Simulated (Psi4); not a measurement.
Pair of molecules, SMILES F with SMILES P (the first has 2 atoms); geometry from B3LYP-D3(BJ)/def2-TZVP, rigid monomers moved along the line of their centres of mass till H2···P3 is 3.21 Å.
(charge 0, multiplicity 1):
```json
[
 {"atom": "F", "x (Å)": "-1.4437", "y (Å)": "-0.2289", "z (Å)": "-0.2438"},
 {"atom": "H", "x (Å)": "-0.9465", "y (Å)": "-0.0506", "z (Å)": "0.5332"},
 {"atom": "P", "x (Å)": "0.7488", "y (Å)": "0.5601", "z (Å)": "3.1844"},
 {"atom": "H", "x (Å)": "0.4315", "y (Å)": "-0.0580", "z (Å)": "4.4152"},
 {"atom": "H", "x (Å)": "2.1343", "y (Å)": "0.2885", "z (Å)": "3.2470"},
 {"atom": "H", "x (Å)": "0.8413", "y (Å)": "1.8697", "z (Å)": "3.7077"}
]
```

Calculation: SAPT0/jun-cc-pV(D+d)Z (Psi4 1.11).

Q: Which attractive term is largest, and how does the interaction split up?

A: electrostatics -2.84, exchange 0.65, induction -0.57, dispersion -0.30, total -3.06 kcal/mol; the largest attraction is electrostatics.
